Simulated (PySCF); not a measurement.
Isomers of C5H7BO2, one conformer each; single-point electronic energies without zero-point terms and without any empirical dispersion term.

Level: PBE0/pcSseg-1 in PySCF, non-relativistic, each on one gas-phase PBE0-D3(BJ)/def2-SVP geometry that isn't relaxed in the solvent. The solvent is an IEF-PCM continuum (cavity from Bondi-type radii × 1.2). The model holds no explicit solvent molecules, cavitation or dispersion.

```tsv
isomer	relative energy, gas (kcal/mol)	dipole (D)
`OB(O)C1=CCC=C1`	0.0	2.07
`C/C=C\C#CB(O)O`	22.6	1.51
`C/C=C/C#CB(O)O`	28.0	1.24
`O1CCOB1C#CC`	28.2	0.77
`C#C/C(C)=C\B(O)O`	34.4	1.43
`CC1=CC/1=C\B(O)O`	42.7	2.30
`C=CC1=[O+][BH2-]OC=C1`	50.7	4.90
`C=C[B@@H-]1OC=CC=[O+]1`	51.2	4.44
```

Question: How do the relative energies look in benzene (ε = 2.271)?

Answer: 
```json
{"isomer": "`OB(O)C1=CCC=C1`", "relative energy, solvent (kcal/mol)": "0.0", "E(solvent) − E(gas) (kcal/mol)": "-4.4", "dipole in solvent (D)": "2.21"}
{"isomer": "`C/C=C\\C#CB(O)O`", "relative energy, solvent (kcal/mol)": "23.2", "E(solvent) − E(gas) (kcal/mol)": "-3.7", "dipole in solvent (D)": "1.75"}
{"isomer": "`C/C=C/C#CB(O)O`", "relative energy, solvent (kcal/mol)": "27.1", "E(solvent) − E(gas) (kcal/mol)": "-5.3", "dipole in solvent (D)": "1.23"}
{"isomer": "`O1CCOB1C#CC`", "relative energy, solvent (kcal/mol)": "29.4", "E(solvent) − E(gas) (kcal/mol)": "-3.2", "dipole in solvent (D)": "0.81"}
{"isomer": "`C#C/C(C)=C\\B(O)O`", "relative energy, solvent (kcal/mol)": "34.6", "E(solvent) − E(gas) (kcal/mol)": "-4.2", "dipole in solvent (D)": "1.69"}
{"isomer": "`CC1=CC/1=C\\B(O)O`", "relative energy, solvent (kcal/mol)": "41.9", "E(solvent) − E(gas) (kcal/mol)": "-5.2", "dipole in solvent (D)": "2.65"}
{"isomer": "`C=CC1=[O+][BH2-]OC=C1`", "relative energy, solvent (kcal/mol)": "51.9", "E(solvent) − E(gas) (kcal/mol)": "-3.2", "dipole in solvent (D)": "5.55"}
{"isomer": "`C=C[B@@H-]1OC=CC=[O+]1`", "relative energy, solvent (kcal/mol)": "52.4", "E(solvent) − E(gas) (kcal/mol)": "-3.2", "dipole in solvent (D)": "5.00"}
```

The order is unchanged. Conformers: `[OH:1][B:2]([OH:3])[C:4]1=[CH:5][CH2:6][CH:7]=[CH:8]1` with H–O1–B2–O3 1°, O1–B2–O3–H 1°; `[CH3:1]/[CH:2]=[CH:3]\[C:4]#[C:5][B:6]([OH:7])[OH:8]` with C5–B6–O7–H 0°, C5–B6–O8–H 180°; `[CH3:1]/[CH:2]=[CH:3]/[C:4]#[C:5][B:6]([OH:7])[OH:8]` with C5–B6–O7–H 180°, C5–B6–O8–H -179°; `[CH:1]#[C:2]/[C:3]([CH3:4])=[CH:5]\[B:6]([OH:7])[OH:8]` with C5–B6–O7–H 0°, C5–B6–O8–H 180°; `[CH3:1][C:2]1=[CH:3][C:4]/1=[CH:5]\[B:6]([OH:7])[OH:8]` with C5–B6–O7–H 180°, C5–B6–O8–H 180°; `[CH2:1]=[CH:2][C:3]1=[O+:4][BH2-:5][O:6][CH:7]=[CH:8]1` with C1–C2–C3–O4 1°; `[CH2:1]=[CH:2][B@@H-:3]1[O:4][CH:5]=[CH:6][CH:7]=[O+:8]1` with C1–C2–B3–O4 122°, C2–B3–O4–C5 -88°, B3–O4–C5–C6 -12°, C5–C6–C7–O8 10°, C2–B3–O8–C7 86°. The gains span 2.1 kcal/mol, the gas-phase energies 51.2 kcal/mol.
